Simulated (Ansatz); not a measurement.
`[CH3][Zr]([NH2])([OH])[OH]` + `C[N](C)[Mg][OH]` → `C[N](C)[Zr]([CH3])([OH])[OH]` + `[NH2][Mg][OH]`  (redistribution)

Gas-phase electronic energies from Ansatz, PBE0-D4/def2-TZVP geometries. CCSD(T)/CBS is the MP2 limit (def2-TZVPP, def2-QZVPP) plus CCSD(T) − MP2 in def2-TZVPP, frozen cores. DFT in def2-TZVPP. def2 core potentials past Kr. For Mg, Zr outer-core shells are correlated without core-valence functions, which leaves a few kJ/mol of doubt a bond. Each species was taken in one conformer, which may not be the lowest.

(1) Is it downhill or uphill in electronic energy at CCSD(T)/CBS, and by how much? (Best estimate.)

(2) What do these levels give: B97M-V, PBE0-D4, revPBE, r2SCAN, HF/def2-SVP, HF/def2-TZVPP? (Best estimate.)

Largest T1 diagnostic among the species: 0.016.

Results:

(1) The calculation gave: Downhill: ΔE = -20.4 kJ/mol.

(2) Ansatz gave: B97M-V -19.3, PBE0-D4 -20.0, revPBE -14.5, r2SCAN -19.6, HF/def2-SVP -4.9, HF/def2-TZVPP -10.2 kJ/mol.

Leaving LDA and LC-ωPBE aside and taking each functional with its dispersion term where it has one, the values, not all of them listed here, spread over 3.2 kJ/mol, from BLYP-D4 to ωB97M-V. LDA lies −3.8 kJ/mol from PBE without D4. In def2-TZVPP, CCSD(T) changes the Hartree–Fock value by −13.5 kJ/mol (the triples alone add −2.6 kJ/mol) and MP2 by −16.5 kJ/mol.
